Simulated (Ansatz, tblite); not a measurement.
Forces on the cluster Ge3O4⁺ at its r2SCAN-D4/def2-SVP geometry. The state is a doublet with charge 1.

The xTB rows come from tblite. Another isomer (doublet) lies 1.84 eV lower at PBE0-D4/def2-TZVP; other spin states weren't run for this one.

GFN1-xTB (tblite), largest force 1.60 eV/Å:

```xyz
7
positions Å, forces eV/Å
Ge    0.010    1.447   -0.154   -0.227    1.001    0.145
Ge    0.995   -1.784   -1.167    0.015    0.087   -0.001
Ge   -1.543    1.207    1.977    0.038   -0.009   -0.041
O     0.256    1.447    1.631    0.101   -0.140    0.077
O    -1.745    1.163    0.140   -0.060   -0.162   -0.072
O     0.764   -0.150   -0.887    0.262   -1.557   -0.282
O     1.263   -3.330   -1.538   -0.128    0.781    0.173
```

GFN2-xTB (tblite), largest force 1.14 eV/Å:

```
Ge 0.083 0.609 -0.141
Ge 0.316 -0.897 -0.359
Ge -0.206 -0.043 0.287
O -0.075 0.026 0.030
O -0.005 0.039 0.066
O 0.093 -0.817 -0.170
O -0.206 1.084 0.287
```

PBE-D4/def2-TZVP (Ansatz), largest force 0.64 eV/Å:

```
Ge 0.154 0.123 -0.233
Ge -0.038 0.043 0.065
Ge -0.056 -0.029 0.085
O 0.373 0.101 0.499
O -0.596 -0.033 -0.221
O 0.056 0.409 -0.046
O 0.106 -0.615 -0.149
```
